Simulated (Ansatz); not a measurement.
`[Br][GeH2][Br]` + `C[SiH3]` → `[GeH3][Br]` + `C[SiH2]Br`  (redistribution)

Gas-phase electronic energies from Ansatz, PBE0-D4/def2-TZVP geometries. CCSD(T)/CBS is the MP2 limit (def2-TZVPP, def2-QZVPP) plus CCSD(T) − MP2 in def2-TZVPP, frozen cores. This one scheme is used for every species. For Br, Ge outer-core shells are correlated without core-valence functions, which leaves a few kJ/mol of doubt a bond. Scalar relativity is left out up to krypton.

`[Br][GeH2][Br]`:

Z-matrix (Å, degrees):
```
Ge
Br 1 2.295
Br 1 2.295 2 109.1
H 1 1.529 2 108.1 3 -117.4
H 1 1.529 2 108.1 3 117.4
```

`C[SiH3]`:

Cartesian coordinates in Å:
```
C 0.443 -0.697 -0.541
Si -0.396 0.624 0.484
H 1.423 -0.944 -0.128
H 0.583 -0.359 -1.570
H -0.156 -1.610 -0.562
H -0.583 0.162 1.886
H -1.733 0.956 -0.079
H 0.420 1.868 0.509
```

`[GeH3][Br]`:

Cartesian coordinates in Å:
```
Ge 0.039 -0.131 -0.133
Br -0.431 1.457 1.477
H -0.611 -1.441 0.321
H 1.563 -0.255 -0.215
H -0.559 0.370 -1.451
```

`C[SiH2]Br`:

Cartesian coordinates in Å:
```
C -0.577 -0.830 -0.147
Si 0.603 0.571 0.166
Br -0.416 2.512 -0.235
H -0.080 -1.785 0.048
H -0.918 -0.823 -1.184
H -1.449 -0.754 0.505
H 1.781 0.507 -0.732
H 1.055 0.602 1.578
```

```json
{"species": "`[Br][GeH2][Br]`", "MP2/def2-SVP energy (Eh)": "-7221.24403"}
{"species": "`C[SiH3]`", "MP2/def2-SVP energy (Eh)": "-330.43055"}
{"species": "`[GeH3][Br]`", "MP2/def2-SVP energy (Eh)": "-4649.45284"}
{"species": "`C[SiH2]Br`", "MP2/def2-SVP energy (Eh)": "-2902.22756"}
```

(1) Work out ΔE.

Largest T1 diagnostic among the species: 0.010.

Answers

(1) ΔE = (-4649.45284) + (-2902.22756) − (-7221.24403) − (-330.43055) = -0.00582 Eh = -3.7 kcal/mol. CCSD(T)/CBS gives -5.3 kcal/mol.

At CCSD(T), def2-SVP lies +1.9 kcal/mol from the extrapolated value and def2-TZVPP +1.0 kcal/mol. Leaving LDA and LC-ωPBE aside and taking each functional with its dispersion term where it has one, the values, not all of them listed here, spread over 1.9 kcal/mol, from ωB97M-V to BLYP-D4. LDA lies −1.0 kcal/mol from PBE without D4. From BLYP to BHLYP (50 % exact exchange), in def2-TZVPP and without D4, ΔE moves by −1.1 kcal/mol.
